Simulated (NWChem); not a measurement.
ZrO; SMILES [O]=[Zr]

Computed with NWChem. Geometry: optimised at PBE0-D3(BJ)/def2-TZVP. def2 effective core potentials on Zr; no spin-orbit coupling.

Q: Predict the results for CAM-B3LYP/def2-SVP. Quantities: highest occupied level (eV); orbital gap (eV); dipole (D).

A: 
```
Quantity                     Value
---------------------------  -----
highest occupied level (eV)  -3.76
orbital gap (eV)              2.09
dipole (D)                    6.76
```
